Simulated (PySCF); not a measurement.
Chromium: a sound run and one with changed settings

Sound run: Cr⁺ [Ar] 3d5, Cr²⁺ [Ar] 3d4. Computed with PySCF 2.14 in aug-cc-pVDZ-DK, with the spin-free X2C one-electron Hamiltonian (Gaussian nucleus). In the sound run the correlated levels freeze [Ar]. The sound run starts from symmetry-adapted Hartree-Fock orbitals and uses a fine grid where one is needed.

Changed run: initial guess minao, at most 50 SCF cycles.

```json
{"species": "Cr⁺", "method": "UHF", "sound run (hartree)": "-1049.43264", "changed run (hartree)": "-1049.40378", "converged": "yes"}
{"species": "Cr⁺", "method": "LDA", "sound run (hartree)": "-1048.18862", "changed run (hartree)": "-1048.18862", "converged": "yes"}
{"species": "Cr⁺", "method": "r2SCAN", "sound run (hartree)": "-1050.48721", "changed run (hartree)": "-1050.48721", "converged": "yes"}
{"species": "Cr²⁺", "method": "UHF", "sound run (hartree)": "-1048.87917", "changed run (hartree)": "-1048.87919", "converged": "yes"}
{"species": "Cr²⁺", "method": "LDA", "sound run (hartree)": "-1047.54809", "changed run (hartree)": "-1047.54291", "converged": "no"}
{"species": "Cr²⁺", "method": "r2SCAN", "sound run (hartree)": "-1049.86814", "changed run (hartree)": "-1049.86963", "converged": "yes"}
{"species": "Cr²⁺", "method": "MP2", "sound run (hartree)": "-1048.91110", "changed run (hartree)": "-1048.91113", "converged": "yes"}
```

Ionisation energy of Cr⁺:

```
method  sound run (eV)  changed run (eV)
r2SCAN          16.846            16.805
```

The plain start fixes occupations by D2h representation alone, and Cr⁺ at UHF landed in another state (other ⟨L²⟩ or ⟨S²⟩). 

For comparison, NIST gives 16.486 eV between the lowest levels.
